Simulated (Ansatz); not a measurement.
Mulliken charges of CH3BClF, SMILES `FCBCl` from ωB97M-V/def2-TZVPP in Ansatz (PBE0-D4/def2-TZVP geometry).

```
atom   x (Å)   y (Å)   z (Å)  charge (e)
  F1  -1.412   0.981   0.177      -0.234
  C2  -0.072   0.653   0.198       0.080
  B3   0.278  -0.801  -0.234      -0.040
 Cl4  -0.940  -1.936  -0.710      -0.078
  H5   0.472   1.358  -0.450       0.096
  H6   0.317   0.827   1.212       0.096
  H7   1.419  -1.151  -0.239       0.080
```

Task: By hand: the dipole of these point charges (1 e Å = 4.8032 D).

Result: Σ q r = (0.576, 0.123, 0.093) e Å, of length 0.596 e Å = 2.86 D.

Task: How does the dipole of the full density compare? (An estimate is asked.)

Result: The calculation gave: (0.398, 0.067, 0.058) e Å, 1.96 D; the point charges give 1.46 times that, at 3° from its direction.

Point charges leave out the atoms' own dipoles, such as those of lone pairs, and Mulliken's split depends on the basis, so the two needn't agree.
